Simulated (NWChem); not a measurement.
Species: chlorotrifluoromethane (CClF₃); SMILES FC(F)(F)Cl

Results from NWChem. Medium grid unless said otherwise, to which SCAN and Minnesota functionals are sensitive. All runs use the structure optimised with PBE0/def2-SVP.

Task: Order these by “orbital gap (eV)”, lowest first: PBE0/def2-TZVPD; Hartree-Fock/def2-TZVPD; M06-2X/def2-TZVPD; BLYP/def2-TZVPD.

Result: BLYP/def2-TZVPD (7.05), PBE0/def2-TZVPD (9.80), M06-2X/def2-TZVPD (11.78), Hartree-Fock/def2-TZVPD (15.24)
